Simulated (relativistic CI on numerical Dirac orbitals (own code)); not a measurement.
# Mo⁴⁺: resonant inelastic scattering at the L2,3 edge

Computed with this model: Dirac-Coulomb-Breit CI, KLI orbitals optimised for each configuration, QED by a radiative potential, valence Slater integrals scaled by 0.8, Kramers-Heisenberg scattering through one core-hole configuration in a parametric crystal field; configurations [Kr] 4d2 → [He] 2s2 2p5 3s2 3p6 3d10 4s2 4p6 4d3; 300 K; core-hole width 2.4 eV; summed over polarisations. Incident energies are the highest absorption maxima for each field (at most a few, so the weaker spin-orbit partner edge can be absent), on the computed scale of the free ion. Intensities are in per cent of the strongest line above 0.02 eV; levels within 1 cm⁻¹ are merged; final levels count from the ground level, the first row holds all elastic scattering, lines under 0.4 are left out and each table stops after 24 rows. The scale of the Slater integrals is a model choice and moves the terms in proportion.

Field parameters in Wybourne normalisation: D3d B²₀ = −7Dσ, B⁴₀ = −14Dq − 21Dτ, B⁴₃ = −14√(10/7) Dq. The field is a parameter set, without covalency.

S is read from ⟨S²⟩ = S(S + 1).

D3d, 10Dq = 36050, Dσ = -1200, Dτ = 340 cm⁻¹:

| Final level (eV) | Degeneracy | Irrep | S | 2526.6 eV | 2530.7 eV | 2635.4 eV |
| --- | --- | --- | --- | --- | --- | --- |
| 0.000 | 1 | A1 | 1.00 | 1822.5 | 2819.2 | 393.4 |
| 0.003 | 2 | E | 1.00 | 31.1 | 13.6 | 3.1 |
| 0.028 | 2 | E | 1.00 | 96.8 | 33.3 | 11.8 |
| 0.142 | 2 | E | 1.00 | 53.1 | 45.6 | 10.4 |
| 0.178 | 1 | A2 | 1.00 | 14.1 | 17.8 | 4.9 |
| 0.214 | 1 | A1 | 1.00 | 4.4 | 18.5 | 7.9 |
| 1.236 | 2 | E | 0.01 | 61.8 | 19.2 | 13.4 |
| 1.378 | 2 | E | 0.01 | 57.5 | 10.6 | 5.5 |
| 1.388 | 1 | A1 | 0.01 | 36.7 | 6.6 | 4.8 |
| 3.000 | 1 | A1 | 0.01 | 18.8 | 9.9 | 12.6 |
| 4.468 | 1 | A2 | 1.00 | 9.9 | 64.9 | 18.1 |
| 4.477 | 2 | E | 1.00 | 16.6 | 100.0 | 45.1 |
| 4.531 | 1 | A1 | 1.00 | 9.0 | 54.7 | 21.0 |
| 4.545 | 1 | A2 | 1.00 | 4.5 | 25.8 | 12.2 |
| 4.570 | 2 | E | 1.00 | 11.1 | 65.5 | 40.0 |
| 4.600 | 2 | E | 1.00 | 5.9 | 36.8 | 31.3 |
| 5.446 | 1 | A1 | 0.99 | 2.5 | 27.0 | 21.7 |
| 5.460 | 2 | E | 1.00 | 4.6 | 49.2 | 30.9 |
| 5.667 | 1 | A2 | 1.00 | 1.9 | 25.4 | 15.2 |
| 5.670 | 1 | A1 | 0.97 | 2.1 | 34.3 | 17.5 |
| 5.696 | 2 | E | 0.95 | 4.7 | 70.6 | 33.4 |
| 5.732 | 2 | E | 0.98 | 5.6 | 81.9 | 22.9 |
| 5.936 | 1 | A1 | 0.10 | 1.4 | 16.7 | 11.2 |
| 5.944 | 2 | E | 0.18 | 2.2 | 26.8 | 23.0 |

D3d, 10Dq = 36050, Dσ = -860, Dτ = 340 cm⁻¹:

| Final level (eV) | Degeneracy | Irrep | S | 2526.6 eV | 2530.7 eV | 2635.4 eV |
| --- | --- | --- | --- | --- | --- | --- |
| 0.000 | 2 | E | 1.00 | 2108.7 | 3227.4 | 447.9 |
| 0.029 | 2 | E | 1.00 | 78.9 | 22.6 | 5.5 |
| 0.046 | 1 | A1 | 1.00 | 64.1 | 22.3 | 9.7 |
| 0.147 | 1 | A2 | 1.00 | 28.6 | 23.0 | 4.9 |
| 0.166 | 2 | E | 1.00 | 50.2 | 49.6 | 11.5 |
| 0.216 | 1 | A1 | 1.00 | 4.6 | 19.2 | 8.6 |
| 1.324 | 2 | E | 0.01 | 62.8 | 12.4 | 7.5 |
| 1.336 | 1 | A1 | 0.01 | 45.8 | 16.6 | 13.2 |
| 1.346 | 2 | E | 0.01 | 59.9 | 12.8 | 6.4 |
| 2.986 | 1 | A1 | 0.01 | 25.9 | 12.8 | 15.4 |
| 4.487 | 1 | A2 | 1.00 | 10.6 | 77.2 | 19.1 |
| 4.510 | 2 | E | 1.00 | 18.0 | 100.0 | 41.9 |
| 4.518 | 1 | A1 | 1.00 | 12.6 | 67.5 | 26.4 |
| 4.553 | 1 | A2 | 1.00 | 4.7 | 22.0 | 18.6 |
| 4.562 | 2 | E | 1.00 | 8.1 | 67.4 | 45.8 |
| 4.581 | 2 | E | 1.00 | 8.0 | 49.2 | 36.6 |
| 5.501 | 1 | A1 | 0.99 | 1.8 | 28.1 | 22.6 |
| 5.517 | 2 | E | 1.00 | 5.9 | 77.7 | 34.5 |
| 5.623 | 1 | A2 | 1.00 | 2.2 | 26.9 | 24.7 |
| 5.634 | 1 | A1 | 0.98 | 2.5 | 39.0 | 26.7 |
| 5.660 | 2 | E | 0.96 | 5.5 | 70.1 | 38.5 |
| 5.692 | 2 | E | 0.99 | 7.0 | 94.0 | 23.7 |
| 5.949 | 2 | E | 0.13 | 3.0 | 37.1 | 25.1 |
| 5.968 | 1 | A1 | 0.08 | 0.9 | 9.6 | 7.8 |

For the first field the strongest loss at the lowest incident energy is the level at 0.03 eV (S = 1.00, against 1.00 in the thermal ground state). Levels of other spin, the first over 8 % at 1.24 eV, appear because spin-orbit coupling of the core hole, and in heavier ions of the valence shell too, mixes spins.
